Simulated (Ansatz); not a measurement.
Relaxation of CH₇BFN (11 atoms, charge 0, multiplicity 1), to a largest force component of 0.03 eV/Å in at most 50 steps.

These are results of RKS PBE/6-31G* in Ansatz, not measurements.

```xyz
11
Properties=species:S:1:pos:R:3
B -0.092 0.114 0.200
C -0.108 0.180 1.795
H -1.082 -0.060 2.265
H 0.675 -0.440 2.270
H 0.137 1.217 2.095
H 0.943 0.164 -0.421
N -1.287 0.207 -0.534
H -2.210 0.214 -0.102
H -1.332 0.196 -1.551
F 0.261 -2.383 0.368
H -0.175 -2.025 1.116
```

Task: Where does it end, and by what steps?

Result: It converged. After 18 steps the energy has fallen by 0.238 eV; H11 moved furthest, 1.21 Å.

```csv
step,energy less start (eV),largest force component (eV/Å),accepted
0,0.0000,0.397,yes
1,-0.0183,0.946,yes
2,-0.0249,1.090,yes
3,-0.0120,0.640,no
4,-0.0464,0.180,yes
5,-0.0512,0.146,yes
6,-0.0479,0.601,no
7,-0.0543,0.051,yes
8,-0.0574,0.136,yes
9,-0.0585,0.563,yes
10,-0.0714,0.420,yes
11,-0.0982,0.731,yes
12,-0.1249,1.118,yes
13,-0.1704,0.872,yes
14,-0.2237,0.256,yes
15,-0.2315,0.382,yes
16,-0.2231,0.364,no
17,-0.2377,0.100,yes
18,-0.2382,0.025,yes
```

```xyz
11
Properties=species:S:1:pos:R:3
B -0.025 0.195 0.353
C -0.053 0.386 1.912
H -1.043 0.240 2.380
H 0.657 -0.311 2.392
H 0.300 1.402 2.172
H 0.978 0.331 -0.304
N -1.204 -0.142 -0.373
H -2.128 -0.152 0.062
H -1.243 -0.130 -1.392
F 0.029 -2.565 0.322
H -0.539 -1.871 -0.024
```

Whether the end is a true minimum wasn't checked by a vibrational analysis.

The run took 55 s on 1 thread of Arm Neoverse V1, on a shared host, peak memory 0.15 GiB.
